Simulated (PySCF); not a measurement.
A structure optimised at PBE0-D3(BJ)/def2-TZVP, used in a PySCF frequency run:

```
Si
O 1 1.5196
F 1 1.5865 2 126.90
```
Charge 0, spin multiplicity 2.

Write its SMILES, formula and point group.

O=[Si]F, FOSi, Cs

What are its rotational constants (standard atomic weights)?

67.810, 7.4885, 6.7438 GHz
